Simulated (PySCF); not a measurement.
Ge(H)(F), SMILES [F][GeH] (HFGe) (PBE0/def2-SVP optimised geometry):

```
3

Ge    -0.809    -0.803     0.000
H     -0.947     0.803     0.000
F      0.947    -0.803     0.000
```

Calculation: PySCF with PBE0/def2-TZVP.

Task: What are the frontier orbital energies and the dipole moment?

Result: HOMO-2 -11.55 eV, HOMO-1 -10.98 eV, HOMO -7.22 eV, LUMO -2.83 eV, LUMO+1 -0.03 eV; dipole moment 1.86 D.

On the same geometry PBE/def2-TZVP in PySCF gives HOMO-2 -9.66 eV, HOMO-1 -9.24 eV, HOMO -6.06 eV, LUMO -3.65 eV, LUMO+1 -0.87 eV; dipole moment 1.70 D.

Meta-Löwdin charges at PBE0/def2-TZVP: Ge1 0.60, H2 -0.11, F3 -0.49.
